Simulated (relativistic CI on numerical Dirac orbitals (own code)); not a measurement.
**Sensitivity of the levels of Cl⁵⁺ to α**

Computed by Dirac-Coulomb-Breit CI, KLI orbitals optimised for each configuration, valence Slater integrals scaled by 0.85, P86 correlation energy added to each configuration, derivatives by finite differences, QED left out (own radial code, finite nucleus).

Configurations in the expansion (outside the closed core [Ne]): 3s², 3s3p, 3p², 3s3d, 3d², 3p3d, 3p4s, 3s4s. Levels of other configurations are missing.

With x = (α/α₀)² − 1 an excitation energy changes as ω = ω₀ + qx; K = 2q/ω₀ is the relative enhancement. Terms are leading LS components, so labels can repeat.

Lowest level 3s² ¹S0.

| Level | ω₀ (cm⁻¹) | q (cm⁻¹) | K |
| --- | --- | --- | --- |
| 3s3p ³P°0 | 96972 | 797.7 | 0.0165 |
| 3s3p ³P°1 | 97517 | 1334 | 0.0274 |
| 3s3p ³P°2 | 98655 | 2493 | 0.0505 |
| 3s3p ¹P°1 | 145526 | 2089 | 0.0287 |
| 3p² ¹D2 | 230174 | 3530 | 0.0307 |
| 3p² ³P0 | 234636 | 2794 | 0.0238 |
| 3p² ³P1 | 235257 | 3478 | 0.0296 |
| 3p² ³P2 | 236451 | 4745 | 0.0401 |
| 3p² ¹S0 | 273408 | 4124 | 0.0302 |
| 3s3d ³D1 | 280249 | 2470 | 0.0176 |
| 3s3d ³D2 | 280259 | 2480 | 0.0177 |
| 3s3d ³D3 | 280278 | 2498 | 0.0178 |
| 3s3d ¹D2 | 321418 | 2900 | 0.018 |
| 3p3d ³F°2 | 385518 | 3642 | 0.0189 |
| 3p3d ³F°3 | 386170 | 4342 | 0.0225 |
| 3p3d ³F°4 | 386982 | 5177 | 0.0268 |
| 3p3d ¹D°2 | 390235 | 4672 | 0.0239 |
| 3s4s ³S1 | 407887 | 1389 | 0.00681 |
| 3p3d ³P°2 | 408677 | 4073 | 0.0199 |
| 3p3d ³P°1 | 409227 | 4580 | 0.0224 |
| 3p3d ³P°0 | 409635 | 5144 | 0.0251 |
| 3p3d ³D°1 | 411217 | 4558 | 0.0222 |
| 3p3d ³D°2 | 411463 | 4801 | 0.0233 |

At this charge configurations can still be misplaced by up to about 7 % of their energy.
